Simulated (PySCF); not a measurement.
## Radial density of Ta⁺ (tantalum, charge +1)

revPBE, [Xe] 4f14 5d2 6s2, high-spin 3F determinant (an excited configuration). Computed with PySCF 2.14 in x2c-QZVPPall, with scalar relativity by spin-free X2C-1e.

```csv
r (bohr),4πr²ρ (e/bohr),4πr²(ρα − ρβ)
0.0161,96.61,-0.0008
0.0272,88.97,-0.0012
0.0457,124.9,0.0085
0.0768,118.5,0.0561
0.129,111.6,0.0809
0.217,92.99,-0.0203
0.366,68.35,0.1393
0.615,46.64,-0.0286
1.03,16.26,0.6137
1.74,4.772,1.1606
2.93,1.288,0.3737
4.92,0.1564,0.0119
8.28,0.001174,-0.0002
```

Densities and radii are taken from the X2C orbitals without a picture-change correction, which distorts them close to the nucleus.

Spin-orbit coupling, absent here, splits the open shell strongly.

**Question.** Where is the radial spin density 4πr²(ρα − ρβ) most negative, and why is it negative at all?

**Answer.** Around r = 0.615 bohr, down to -0.0286 e/bohr: exchange with the open shell polarises the paired shells in an unrestricted calculation.
